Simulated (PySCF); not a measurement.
H₁₂NiO₆ (SMILES [OH2]->[Ni+2](<-[OH2])(<-[OH2])(<-[OH2])(<-[OH2])<-[OH2]), charge +2, triplet (typed; the unrestricted solution is spin-contaminated), at a GFN2-xTB geometry (such geometries of metal compounds can be far from the true shape), with bond 19-17 at 1.3 times its length; HF/STO-3G in PySCF.

The PySCF input:
```python
from pyscf import gto, scf

mol = gto.M(
    atom='''
Ni    0.00000000    0.00000000    0.00000000
O    -0.73555251    1.84357571   -0.77269719
H    -1.57476086    1.83984713   -1.25157783
H    -0.16427131    2.47373327   -1.23021257
O     1.67199082    0.96843923    0.89634925
H     1.59203061    1.81726285    1.35009576
H     2.50348938    0.99985783    0.40519322
O     1.19725022   -0.32254444   -1.73188534
H     1.76736753   -1.10219817   -1.75867208
H     0.84941474   -0.20927046   -2.62573128
O    -1.19725022    0.32254444    1.73188534
H    -1.76736753    1.10219817    1.75867208
H    -0.84941474    0.20927046    2.62573128
O    -1.67199082   -0.96843923   -0.89634925
H    -1.59203061   -1.81726285   -1.35009576
H    -2.50348938   -0.99985783   -0.40519322
O     0.73555251   -1.84357571    0.77269719
H     0.16427131   -2.47373327    1.23021257
H     1.82652337   -1.83872856    1.39524202
''',
    basis='sto-3g',
    charge=2,
    spin=2,
    verbose=4,
)

mf = scf.UHF(mol)
mf.level_shift = 0.3
mf.max_cycle = 100
mf.kernel()
mf.analyze()
```

The log (banner, timings and long lists left out):

```
PySCF version 2.14.0

[INPUT] verbose = 4
[INPUT] num. atoms = 19
[INPUT] num. electrons = 86
[INPUT] charge = 2
[INPUT] spin (= nelec alpha-beta = 2S) = 2
[INPUT] symmetry False subgroup None
[INPUT] Mole.unit = angstrom
[INPUT] Symbol           X                Y                Z      unit          X                Y                Z       unit  Magmom
[...]
nuclear repulsion = 688.289902345195
number of shells = 38
number of NR pGTOs = 180
number of NR cGTOs = 60
basis = sto-3g
ecp = {}

******** <class 'pyscf.scf.uhf.UHF'> ********
method = UHF
initial guess = minao
damping factor = 0
level_shift factor = 0.3
DIIS = <class 'pyscf.scf.diis.CDIIS'>
diis_start_cycle = 1
diis_space = 8
diis_damp = 0
SCF conv_tol = 1e-09
SCF conv_tol_grad = None
SCF max_cycles = 100
direct_scf = True
direct_scf_tol = 1e-13
number electrons alpha = 44  beta = 42
Set gradient conv threshold to 3.16228e-05
init E= -1935.95536783127

cycle= 1 E= -1917.82360870013  delta_E= 18.1  |g|= 3.52  |ddm|= 6.49

cycle= 2 E= -1924.81293727764  delta_E= -6.99  |g|= 2.65  |ddm|= 7.02

cycle= 3 E= -1934.01009220118  delta_E= -9.2  |g|= 1.85  |ddm|= 4.77
cycle= 4 E= -1939.11113040309  delta_E= -5.1  |g|= 0.613  |ddm|= 2.69
cycle= 5 E= -1939.42078756169  delta_E= -0.31  |g|= 0.333  |ddm|= 0.745
cycle= 6 E= -1939.57896415516  delta_E= -0.158  |g|= 0.202  |ddm|= 0.685
cycle= 7 E= -1939.68051705394  delta_E= -0.102  |g|= 0.183  |ddm|= 0.591
cycle= 8 E= -1939.76248202971  delta_E= -0.082  |g|= 0.144  |ddm|= 0.554
cycle= 9 E= -1939.81796695055  delta_E= -0.0555  |g|= 0.0539  |ddm|= 0.61
cycle= 10 E= -1939.82522560674  delta_E= -0.00726  |g|= 0.0282  |ddm|= 0.232
cycle= 11 E= -1939.82745864198  delta_E= -0.00223  |g|= 0.0205  |ddm|= 0.13
cycle= 12 E= -1939.82911470904  delta_E= -0.00166  |g|= 0.017  |ddm|= 0.12
cycle= 13 E= -1939.83040493214  delta_E= -0.00129  |g|= 0.0158  |ddm|= 0.102
cycle= 14 E= -1939.8315538096  delta_E= -0.00115  |g|= 0.0156  |ddm|= 0.0885
cycle= 15 E= -1939.83180088997  delta_E= -0.000247  |g|= 0.0153  |ddm|= 0.0372
cycle= 16 E= -1939.83149738945  delta_E= 0.000304  |g|= 0.0146  |ddm|= 0.0355
cycle= 17 E= -1939.83053526296  delta_E= 0.000962  |g|= 0.0119  |ddm|= 0.0968
cycle= 18 E= -1939.82996163214  delta_E= 0.000574  |g|= 0.00862  |ddm|= 0.137
cycle= 19 E= -1939.83006316779  delta_E= -0.000102  |g|= 0.00627  |ddm|= 0.0948
cycle= 20 E= -1939.83017538409  delta_E= -0.000112  |g|= 0.00434  |ddm|= 0.0674
[...]
SCF not converged.
Total Energy =                       -1939.830318114305101
[...]
spin_pop of  16 O 1s       -0.00002
spin_pop of  16 O 2s       -0.05396
spin_pop of  16 O 2px       0.07874
spin_pop of  16 O 2py      -0.00319
spin_pop of  16 O 2pz       0.02384
spin_pop of  17 H 1s       -0.02813
spin_pop of  18 H 1s       -0.17059
 ** Mulliken Spin Density (per atom)  **
spin density of  0 Ni =      2.48232
spin density of  1 O =     -0.03897
spin density of  2 H =     -0.00656
spin density of  3 H =     -0.00825
spin density of  4 O =     -0.04163
spin density of  5 H =     -0.01156
spin density of  6 H =     -0.00909
spin density of  7 O =     -0.04827
spin density of  8 H =     -0.00944
spin density of  9 H =     -0.01208
spin density of  10 O =     -0.04489
spin density of  11 H =     -0.01134
spin density of  12 H =     -0.01104
spin density of  13 O =     -0.05158
spin density of  14 H =     -0.01235
spin density of  15 H =     -0.01196
spin density of  16 O =      0.04541
spin density of  17 H =     -0.02813
spin density of  18 H =     -0.17059
 ** Mulliken pop alpha/beta on meta-lowdin orthogonal AOs **
 ** Mulliken pop       alpha | beta **
In total            44.00000 | 42.00000
 ** Mulliken atomic charges   ( Nelec_alpha | Nelec_beta ) **
charge of  0Ni =      1.41328  (    14.53452     12.05220 )
charge of  1O =     -0.33123  (     4.14613      4.18510 )
charge of  2H =      0.22470  (     0.38437      0.39093 )
charge of  3H =      0.22329  (     0.38423      0.39248 )
charge of  4O =     -0.32902  (     4.14370      4.18532 )
charge of  5H =      0.21884  (     0.38480      0.39636 )
charge of  6H =      0.22218  (     0.38436      0.39345 )
charge of  7O =     -0.33152  (     4.14162      4.18989 )
charge of  8H =      0.22301  (     0.38377      0.39321 )
charge of  9H =      0.21666  (     0.38563      0.39771 )
charge of  10O =     -0.32931  (     4.14221      4.18710 )
charge of  11H =      0.21584  (     0.38641      0.39775 )
charge of  12H =      0.22244  (     0.38326      0.39430 )
charge of  13O =     -0.33024  (     4.13933      4.19091 )
charge of  14H =      0.21826  (     0.38470      0.39704 )
charge of  15H =      0.21538  (     0.38633      0.39829 )
charge of  16O =     -0.31432  (     4.17987      4.13445 )
charge of  17H =      0.18851  (     0.39168      0.41981 )
charge of  18H =      0.16324  (     0.33309      0.50367 )

WARN: System has nonzero charge 2; the dipole moment is origin-dependent.
Location of origin: [0. 0. 0.]

Dipole moment(X, Y, Z, Debye): -0.24017,  1.36796, -0.53509
```

Convergence was not reached.
